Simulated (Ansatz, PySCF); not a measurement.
H₂O₃S, SMILES OS(=O)O. Atoms are numbered in the order given.

```xyz
6

O     -0.2902    -1.3968     0.0000
S      0.4741    -0.1321     0.0000
O     -0.1222     0.7487     1.2732
O     -0.1222     0.7487    -1.2732
H     -1.0116     0.4010     1.4798
H     -1.0116     0.4010    -1.4798
```

Geometry optimised at B3LYP-D3(BJ)/def2-SVP. One conformer was computed; it need not be the lowest.

Two levels are set side by side: PBE-D3(BJ)/def2-SVP (Ansatz, a first-principles code) and B3LYP-D3(BJ)/def2-SVP (PySCF). Each level has its own optimised geometry; the coordinates shown are those of the second. Frequencies come from the Hessian of PySCF at each geometry. Differences are taken from unrounded values.

| quantity | B3LYP-D3(BJ) | PBE-D3(BJ) | PBE-D3(BJ) minus B3LYP-D3(BJ) |
|---|---|---|---|
| mean bond length (Å) | 1.350 | 1.365 | 0.015 |
| bond O1–S2 (Å) | 1.478 | 1.492 | 0.014 |
| bond S2–O3 (Å) | 1.659 | 1.681 | 0.022 |
| bond S2–O4 (Å) | 1.659 | 1.681 | 0.022 |
| bond O3–H5 (Å) | 0.977 | 0.986 | 0.009 |
| bond O4–H6 (Å) | 0.977 | 0.986 | 0.009 |
| highest harmonic wavenumber (cm⁻¹) | 3691 | 3575 | -116 |
| mean harmonic wavenumber (cm⁻¹) | 1177 | 1132 | -44 |
| zero-point energy (kcal/mol) | 20.19 | 19.43 | -0.76 |

GGA bonds tend to be longer and softer than those of functionals with exact exchange. Differences between two approximate levels are no errors against the true value.
